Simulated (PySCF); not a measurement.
Compound: C₇H₁₃NOSi.
Structure used (GFN2-xTB), in Å, numbered top down from 1:
```
atom  x, y, z in Å
C1    -2.360   -1.591   -1.070
Si2   -1.633   -0.027   -1.856
C3    -0.394    0.752   -0.613
C4    -1.034    1.136    0.736
C5    -0.179    2.002    1.501
N6     0.513    2.711    2.073
O7     0.583   -0.263   -0.486
C8     1.771    0.119    0.140
C9     2.747   -0.963    0.467
C10    2.020   -0.254    1.573
H11   -1.569   -2.247   -0.714
H12   -2.953   -2.146   -1.791
H13   -3.006   -1.360   -0.227
H14   -2.691    0.964   -2.112
H15   -0.881   -0.324   -3.075
H16    0.072    1.656   -1.037
H17   -1.240    0.229    1.310
H18   -1.977    1.660    0.552
H19    2.152    1.076   -0.212
H20    3.798   -0.766    0.321
H21    2.449   -1.975    0.242
H22    1.249   -0.805    2.091
H23    2.557    0.443    2.196
```

NICS = −σ at a ghost point: NICS(0) at the centroid of the ring atoms, NICS(1) 1 Å to either side along the normal of their mean plane, zz for the tensor component along that normal. Level: GIAO PBE0/pcSseg-1 (PySCF, non-relativistic, gas phase) on the GFN2-xTB geometry, one conformer.

Ring bond lengths (Å), with Mayer bond orders in brackets: C8–C9 1.493 (0.98), C9–C10 1.502 (0.97), C10–C8 1.502 (0.96).

Problem. Give the NICS values of each ring in ppm.

Solution. 
```
     ring                                            type  NICS(0)  NICS(1), two faces  NICS(1)zz, two faces  rms pucker (Å)  centre to ring atoms, mean (Å)
C8–C9–C10  3-membered carbocycle; formal bonds all single    -39.4         -7.2 / -9.2         -16.4 / -22.9            0.00                            0.87
```

Problem. What can be read from them?

Solution. 
- C8–C9–C10: mean NICS(1)zz -19.7 ppm, shielded. C8, C9, C10 have four or more neighbours, and the NICS criterion for π rings isn't applied. The two faces differ by 6.5 ppm, so no symmetry operation interchanges them. NICS(0) lies 31 ppm below the mean NICS(1).

Problem. What are the shieldings of the ring atoms and their hydrogens in the same run (means over atoms taken as equivalent)?

Solution. 
```json
{"atoms": "C8", "environment": "sp3 carbon bound to oxygen", "σ isotropic (ppm)": "126.4", "principal values of the symmetric part, first atom (ppm)": "82.3, 93.6, 203.3"}
{"atoms": "C9", "environment": "three-membered-ring carbon", "σ isotropic (ppm)": "179.1", "principal values of the symmetric part, first atom (ppm)": "151.4, 174.8, 211.0"}
{"atoms": "C10", "environment": "three-membered-ring carbon", "σ isotropic (ppm)": "173.3", "principal values of the symmetric part, first atom (ppm)": "139.3, 172.0, 208.6"}
{"atoms": "H19", "environment": "methine hydrogen", "σ isotropic (ppm)": "28.55", "principal values of the symmetric part, first atom (ppm)": "23.8, 27.4, 34.4"}
{"atoms": "H20", "environment": "methylene hydrogen", "σ isotropic (ppm)": "31.00", "principal values of the symmetric part, first atom (ppm)": "25.1, 26.6, 41.3"}
{"atoms": "H21", "environment": "methylene hydrogen", "σ isotropic (ppm)": "31.02", "principal values of the symmetric part, first atom (ppm)": "25.5, 28.8, 38.8"}
{"atoms": "H22", "environment": "methylene hydrogen", "σ isotropic (ppm)": "31.03", "principal values of the symmetric part, first atom (ppm)": "27.5, 28.5, 37.1"}
{"atoms": "H23", "environment": "methylene hydrogen", "σ isotropic (ppm)": "30.97", "principal values of the symmetric part, first atom (ppm)": "25.8, 26.9, 40.2"}
```

Hardware: Arm Neoverse N1, one thread, no GPU (shared host). Cost: 1.8 min, 1.0 GiB resident at most. This is the whole shielding run at PBE0/pcSseg-1, SCF included.
